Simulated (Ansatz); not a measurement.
`[CH3][Sn][OH]` + HCl → `[OH][Sn][Cl]` + CH₄ at 400 K and 1 bar (ligand exchange at the Sn–C bond).

Calculated with Ansatz (gas phase, PBE0-D4/def2-TZVP geometries, no zero-point term in ΔE). CCSD(T)/CBS is the MP2 limit (def2-TZVPP, def2-QZVPP) plus CCSD(T) − MP2 in def2-TZVPP, frozen cores. This one scheme is used for every species. def2 core potentials past Kr. For Sn outer-core shells are correlated without core-valence functions, which leaves a few kJ/mol of doubt a bond. Each species was taken in one conformer, which may not be the lowest.

| species | CCSD(T)/CBS energy (Eh) | H − E (kJ/mol) | S (J/(mol·K)) |
| --- | --- | --- | --- |
| `[CH3][Sn][OH]` | -329.68108 | 150.5 | 339.9 |
| HCl | -460.38127 | 29.6 | 195.4 |
| `[OH][Sn][Cl]` | -749.66523 | 57.1 | 323.3 |
| CH₄ | -40.46206 | 131.3 | 197.2 |

H − E and S are ideal-gas, rigid-rotor, harmonic terms from PBE0-D4/def2-TZVP, for one conformer and one mirror image of each species. 1 Eh = 2625.50 kJ/mol, R = 8.31446 J/(mol·K).

By hand: ΔE, ΔH, ΔS and ΔG.

ΔE = (-749.66523) + (-40.46206) − (-329.68108) − (-460.38127) = -0.06494 Eh = -170.5 kJ/mol. Δ(H − E) = 57.1 + 131.3 − 150.5 − 29.6 = 8.3, so ΔH = -162.2 kJ/mol. ΔS = 323.3 + 197.2 − 339.9 − 195.4 = -14.8 J/(mol·K). ΔG = -162.2 − 400 × (-14.8)/1000 = -156.3 kJ/mol.

By hand: the equilibrium constant, and the temperature at which ΔG would vanish if ΔH and ΔS stayed fixed.

log₁₀ K = −ΔG/(RT ln 10) = 20.4. ΔG = 0 at ΔH/ΔS = 10959 K, far beyond where these terms or the molecules hold.

The number of gas molecules stays the same, so ΔS is small and ΔH decides. A doubt of 5 kJ/mol in ΔE shifts log₁₀ K by 0.7 here. Other conformers and mirror images would add mixing entropy, several J/(mol·K) or more a flexible species. These are equilibria of isolated gas molecules and say nothing of rates. Largest T1 diagnostic: 0.017 (customary marks: 0.02 for closed shells, 0.045 for open ones).
